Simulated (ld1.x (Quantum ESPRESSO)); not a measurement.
# Reading a pseudo-wave (gallium (Ga))

Columns: radius, all-electron u(r) and pseudo u(r) of the 4s shell (level -12.43 eV) of gallium in the configuration [Ar] 3d10 4s2 4p0.5; PBE, scalar-relativistic, ultrasoft scheme, ld1.x (Quantum ESPRESSO) 7.5.

```tsv
r (bohr)	all-electron	pseudo
0.140	-0.1959	-0.0564
0.280	0.0526	-0.1145
0.420	0.2971	-0.1755
0.560	0.2967	-0.2401
0.700	0.1474	-0.3083
0.840	-0.0498	-0.3789
0.980	-0.2402	-0.4501
1.120	-0.4009	-0.5191
1.260	-0.5257	-0.5829
1.400	-0.6160	-0.6381
1.540	-0.6761	-0.6818
1.680	-0.7109	-0.7115
1.820	-0.7255	-0.7255
1.960	-0.7241	-0.7241
2.100	-0.7105	-0.7105
2.240	-0.6875	-0.6875
2.380	-0.6580	-0.6580
2.520	-0.6240	-0.6240
2.660	-0.5872	-0.5872
2.800	-0.5489	-0.5489
2.940	-0.5102	-0.5102
3.080	-0.4720	-0.4720
3.220	-0.4349	-0.4349
3.360	-0.3992	-0.3992
3.500	-0.3652	-0.3652
3.640	-0.3333	-0.3333
```

How many radial nodes do the two functions have?

The all-electron 4s function has n − l − 1 = 3 (the table is too coarse to show those close to the nucleus); the pseudo-wave has 0, since the states of the same l below it are removed with the core.

At about which radius was the pseudo-wave matched?

1.80 bohr, where the columns begin to agree (steps of 0.14 bohr).

Is the pseudo-wave norm-conserving?

No, it belongs to an ultrasoft set: the norm inside the radius is not constrained, and the difference is carried by the augmentation charge.
